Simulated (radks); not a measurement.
Results of a calculation; reference values are marked as such.
Orbital eigenvalues (eV) of the lutetium ion Lu2+, [Xe] 4f14 6s1, at several levels of relativity; Dirac values are averaged over j with weights 2j + 1. Spin-unpolarised spherical Kohn-Sham, BLYP, point nucleus unless stated (finite: rms radius 5.37 fm), a radial shooting solver on a logarithmic mesh with Libxc functionals. A level marked "c x" has the speed of light scaled by that factor.

\begin{tabular}{lrrrrr}
shell & non-rel. & scalar-rel., finite nucleus & Dirac & Dirac, c x 0.75 & change of magnitude, last against first (%) \\ \hline
3s & -2153.8 & -2456.3 & -2452.1 & -2774.1 & +28.80 \\
3p & -1964.6 & -2068.4 & -2076.6 & -2187.8 & +11.36 \\
3d & -1611.8 & -1602.0 & -1598.6 & -1583.9 & -1.73 \\
4s & -428.43 & -502.43 & -501.59 & -582.60 & +35.98 \\
4p & -350.99 & -375.11 & -377.29 & -404.42 & +15.22 \\
4d & -210.79 & -208.93 & -208.49 & -206.28 & -2.14 \\
5s & -67.828 & -78.187 & -78.054 & -90.488 & +33.41 \\
5p & -46.904 & -48.591 & -48.914 & -51.562 & +9.93 \\
4f & -32.341 & -26.687 & -26.612 & -22.352 & -30.89 \\
5d (empty) & -17.765 & -16.757 & -16.746 & -16.030 & -9.77 \\
6s & -16.489 & -17.700 & -17.692 & -19.116 & +15.93 \\
6p (empty) & -12.237 & -12.319 & -12.358 & -12.535 & +2.44 \\
\end{tabular}
